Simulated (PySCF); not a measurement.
H$_{4}$BeOSSi, singlet, at a GFN2-xTB geometry (such geometries of metal compounds can be far from the true shape). Base run: B3LYP/6-31G* (PySCF).

PySCF was given this input:
```python
from pyscf import gto, scf, dft, solvent

mol = gto.M(
    atom='''
Be    0.26136023    0.28940997    0.54484474
S     0.91392616    1.19100931    2.10107710
H     2.01002560    0.50232737    2.34581526
O    -0.27010610   -0.31995557   -0.58763127
Si   -0.88697221   -1.03702715   -1.91078852
H    -2.29728571   -1.27174789   -1.61316817
H    -0.12258912   -2.27211933   -2.07013639
H    -0.67995032   -0.09422429   -3.00703361
''',
    basis='6-31g*',
    verbose=4,
)

mf = dft.RKS(mol)
mf.xc = 'b3lyp'
mf.kernel()
```

Base: dipole (D) 2.02; HOMO-LUMO gap (eV) 6.89.

A changed run: ΔE vs base (kcal/mol) -6.63; dipole (D) 2.50; HOMO-LUMO gap (eV) 7.10.

**Question.** Name the change that produced these shifts.
(A) model = ddCOSMO; solvent = dichloromethane
(B) model = IEF-PCM; solvent = dichloromethane; lebedev_order = 41
(C) model = IEF-PCM; solvent = dichloromethane; vdw_scale = 1.4
(D) model = IEF-PCM; solvent = methanol
(E) model = IEF-PCM; solvent = chloroform

**Answer.** A, model = ddCOSMO; solvent = dichloromethane

The base is the gas phase, so ΔE is the electrostatic part of solvation at a fixed geometry, without cavity and dispersion terms.
